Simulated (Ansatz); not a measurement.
def2 core potentials replace the inner electrons of Sn.

B3LYP has the VWN-RPA correlation part, as in Gaussian. 

Cartesian coordinates (Å):
SMILES: C=[CH][Sn]([Cl])([Cl])[Cl]
```xyz
9

C     -1.6599    -0.0321     0.4652
C     -0.7063     0.6301    -0.1901
Sn     1.2625    -0.1341    -0.2322
Cl     2.0299    -0.6100    -2.3832
Cl     2.8373     1.2993     0.7206
Cl     1.2963    -2.1269     0.9882
H     -1.4628    -0.9722     0.9921
H     -2.6881     0.3465     0.4998
H     -0.9018     1.5697    -0.7169
```
Charge 0, multiplicity 1.

Q: Give the dipole moment, HOMO, HOMO–LUMO gap, vertical ionisation energy (Delta-SCF) and LUMO at the level Ansatz (an electronic-structure program) with B3LYP-D3(BJ)/def2-TZVP // PBE0-D3(BJ)/def2-SVP.

A: 
```json
{
  "dipole_moment": "3.65 D",
  "HOMO": "-8.80 eV",
  "HOMO–LUMO gap": "6.23 eV",
  "vertical ionisation energy (Delta-SCF)": "10.69 eV",
  "LUMO": "-2.56 eV"
}
```
